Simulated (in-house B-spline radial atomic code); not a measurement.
Ionisation energies along the 9-electron series, configuration [He] 2s2 2p5, as differences of self-consistent energies. NIST's values go from ground level to ground level; the uncertainty of those that are theory runs from under 0.1 % in few-electron ions to several per cent in heavy many-electron ones. Computed with an all-electron radial atomic-structure program (B-spline basis): non-relativistic Hartree-Fock, average of the configuration, point nuclei.

This level leaves out relativity, spin-orbit splitting included, which matters for heavy ions.

```json
{"ion": "Te43+", "configuration after": "[He] 2s2 2p4", "ionisation energy (eV)": "7223.2", "IE/(q+1)² (eV)": "3.731", "-ε less Coulomb ΔSCF (eV)": "2.5473", "tabulated value (eV)": "7243", "computed minus tabulated (eV)": "-20"}
{"ion": "I44+", "configuration after": "[He] 2s2 2p4", "ionisation energy (eV)": "7540.6", "IE/(q+1)² (eV)": "3.7237", "-ε less Coulomb ΔSCF (eV)": "2.5472", "tabulated value (eV)": "7563", "computed minus tabulated (eV)": "-22"}
{"ion": "Xe45+", "configuration after": "[He] 2s2 2p4", "ionisation energy (eV)": "7864.7", "IE/(q+1)² (eV)": "3.7168", "-ε less Coulomb ΔSCF (eV)": "2.5471", "tabulated value (eV)": "7889", "computed minus tabulated (eV)": "-24"}
{"ion": "Cs46+", "configuration after": "[He] 2s2 2p4", "ionisation energy (eV)": "8195.7", "IE/(q+1)² (eV)": "3.7101", "-ε less Coulomb ΔSCF (eV)": "2.547", "tabulated value (eV)": "8224", "computed minus tabulated (eV)": "-28"}
{"ion": "Ba47+", "configuration after": "[He] 2s2 2p4", "ionisation energy (eV)": "8533.5", "IE/(q+1)² (eV)": "3.7038", "-ε less Coulomb ΔSCF (eV)": "2.5469", "tabulated value (eV)": "8565", "computed minus tabulated (eV)": "-32"}
{"ion": "La48+", "configuration after": "[He] 2s2 2p4", "ionisation energy (eV)": "8878.0", "IE/(q+1)² (eV)": "3.6976", "-ε less Coulomb ΔSCF (eV)": "2.5468", "tabulated value (eV)": "8914", "computed minus tabulated (eV)": "-36"}
{"ion": "Ce49+", "configuration after": "[He] 2s2 2p4", "ionisation energy (eV)": "9229.4", "IE/(q+1)² (eV)": "3.6918", "-ε less Coulomb ΔSCF (eV)": "2.5467", "tabulated value (eV)": "9269", "computed minus tabulated (eV)": "-40"}
{"ion": "Pr50+", "configuration after": "[He] 2s2 2p4", "ionisation energy (eV)": "9587.6", "IE/(q+1)² (eV)": "3.6861", "-ε less Coulomb ΔSCF (eV)": "2.5466", "tabulated value (eV)": "9632", "computed minus tabulated (eV)": "-44"}
{"ion": "Nd51+", "configuration after": "[He] 2s2 2p4", "ionisation energy (eV)": "9952.6", "IE/(q+1)² (eV)": "3.6807", "-ε less Coulomb ΔSCF (eV)": "2.5465", "tabulated value (eV)": "10002", "computed minus tabulated (eV)": "-49"}
{"ion": "Pm52+", "configuration after": "[He] 2s2 2p4", "ionisation energy (eV)": "10324.3", "IE/(q+1)² (eV)": "3.6754", "-ε less Coulomb ΔSCF (eV)": "2.5465", "tabulated value (eV)": "10378", "computed minus tabulated (eV)": "-54"}
{"ion": "Sm53+", "configuration after": "[He] 2s2 2p4", "ionisation energy (eV)": "10702.9", "IE/(q+1)² (eV)": "3.6704", "-ε less Coulomb ΔSCF (eV)": "2.5464", "tabulated value (eV)": "10762", "computed minus tabulated (eV)": "-59"}
{"ion": "Eu54+", "configuration after": "[He] 2s2 2p4", "ionisation energy (eV)": "11088.3", "IE/(q+1)² (eV)": "3.6656", "-ε less Coulomb ΔSCF (eV)": "2.5463", "tabulated value (eV)": "11153", "computed minus tabulated (eV)": "-65"}
{"ion": "Gd55+", "configuration after": "[He] 2s2 2p4", "ionisation energy (eV)": "11480.5", "IE/(q+1)² (eV)": "3.6609", "-ε less Coulomb ΔSCF (eV)": "2.5463", "tabulated value (eV)": "11552", "computed minus tabulated (eV)": "-72"}
{"ion": "Tb56+", "configuration after": "[He] 2s2 2p4", "ionisation energy (eV)": "11879.5", "IE/(q+1)² (eV)": "3.6564", "-ε less Coulomb ΔSCF (eV)": "2.5462", "tabulated value (eV)": "11957", "computed minus tabulated (eV)": "-78"}
{"ion": "Dy57+", "configuration after": "[He] 2s2 2p4", "ionisation energy (eV)": "12285.3", "IE/(q+1)² (eV)": "3.652", "-ε less Coulomb ΔSCF (eV)": "2.5461", "tabulated value (eV)": "12370", "computed minus tabulated (eV)": "-85"}
{"ion": "Ho58+", "configuration after": "[He] 2s2 2p4", "ionisation energy (eV)": "12697.9", "IE/(q+1)² (eV)": "3.6478", "-ε less Coulomb ΔSCF (eV)": "2.5461", "tabulated value (eV)": "12790", "computed minus tabulated (eV)": "-92"}
{"ion": "Er59+", "configuration after": "[He] 2s2 2p4", "ionisation energy (eV)": "13117.3", "IE/(q+1)² (eV)": "3.6437", "-ε less Coulomb ΔSCF (eV)": "2.546", "tabulated value (eV)": "13217", "computed minus tabulated (eV)": "-100"}
```
